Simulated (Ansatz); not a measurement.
Relaxation of ClFGeH2 (5 atoms, charge 0, multiplicity 1), to a largest force component of 0.03 eV/Å in at most 50 steps.

Theory: Ansatz 0.2.0, RKS B3LYP-D4/def2-TZVP.

```xyz
5
Properties=species:S:1:pos:R:3
Ge -0.750 0.088 0.237
H 1.638 -0.254 1.567
F 2.048 0.230 0.894
H -0.803 1.103 -1.004
Cl -1.133 -1.713 -0.987
```

**Question.** Where does it end, and by what steps?

**Answer.** The forces met the threshold. After 21 steps the energy has fallen by 0.238 eV; Cl5 moved furthest, 1.02 Å.

```csv
step,energy less start (eV),largest force component (eV/Å),accepted
0,0.0000,0.259,yes
1,0.0511,2.321,no
2,-0.0106,0.695,yes
3,-0.0302,0.465,yes
4,-0.0342,1.361,yes
5,-0.0747,0.215,yes
6,-0.0791,0.172,yes
7,-0.0809,0.192,yes
8,-0.0339,1.719,no
9,-0.0924,0.051,yes
10,-0.0927,0.664,yes
11,-0.1160,0.175,yes
12,-0.1195,0.117,yes
13,-0.0800,2.331,no
14,-0.1318,0.167,yes
15,-0.1438,0.670,yes
16,-0.1610,1.164,yes
17,-0.1830,1.371,yes
18,-0.2241,0.690,yes
19,-0.1874,0.789,no
20,-0.2376,0.040,yes
21,-0.2383,0.017,yes
```

```xyz
5
Properties=species:S:1:pos:R:3
Ge -0.982 0.371 0.332
H 1.350 -0.592 0.656
F 1.318 0.254 1.077
H -0.385 1.106 -0.959
Cl -0.301 -1.685 -0.398
```

Time of the run: 24 s on 4 threads of Arm Neoverse V2, with other jobs on the host, peak memory 0.25 GiB.
